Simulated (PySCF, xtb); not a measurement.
FH7N2Si2, SMILES F[SiH2]N[SiH2]N.

GFN2-xTB (xtb) at its own geometry gives an orbital gap of 5.59 eV and a dipole moment of 1.68 D.

Geometry: PBE-D3(BJ)/def2-SVP. This is a generated structure with no PubChem entry under its InChIKey; it may be hypothetical. One conformer was computed; it need not be the lowest.

Problem. What does M06-2X/def2-TZVP in PySCF give? (The exact figures need the calculation; the answer reports its results.)

Solution. gap 9.90 eV (levels -8.96 and 0.94 eV), dipole 1.72 D.
